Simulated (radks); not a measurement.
The antimony anion Sb3-, [Xe], held by a Watson sphere: a shell of charge +3 at radius R that stands for the Madelung well of a crystal (potential energy -3/R inside, -3/r outside, in hartree with lengths in bohr). All-electron calculation, scalar-relativistic Kohn-Sham, LDA (Slater exchange, Perdew-Wang correlation), spin-polarised, spherical densities, finite nucleus; Fermi nuclear charge, rms radius of each element as measured or else 0.836 A^(1/3) + 0.57 fm. Program: a radial shooting solver on a logarithmic mesh with Libxc functionals. Response by self-consistent Sternheimer equations with the Hartree and adiabatic LDA kernel, the relativistic mass of each level held fixed and spin-orbit coupling left out. The sphere does not respond.

R (bohr)  e(4d) (eV)  e(5s) (eV)  e(5p) (eV)  <r> 5p (bohr)  sum of <r^2> (bohr^2)  X-ray form factor at sin(theta)/lambda = 0.2 1/angstrom  alpha (bohr^3)
2.75         -32.599     -14.464      -6.822          2.851                  89.04                                                   40.863           56.01
2.83         -32.406     -14.236      -6.694          2.883                  90.46                                                   40.839           58.75
3.12         -31.849     -13.473      -6.225          2.999                  95.69                                                   40.776           70.11
4.18         -30.727     -11.442      -4.663          3.409                  116.0                                                   40.756           135.5
4.89         -30.290     -10.599      -3.846          3.670                  130.6                                                   40.812           208.2
5.51         -30.007     -10.090      -3.279          3.889                  144.2                                                   40.855           298.6
5.66         -29.949      -9.990      -3.160          3.941                  147.7                                                   40.863           325.1
5.82         -29.891      -9.893      -3.040          3.996                  151.4                                                   40.870           355.7
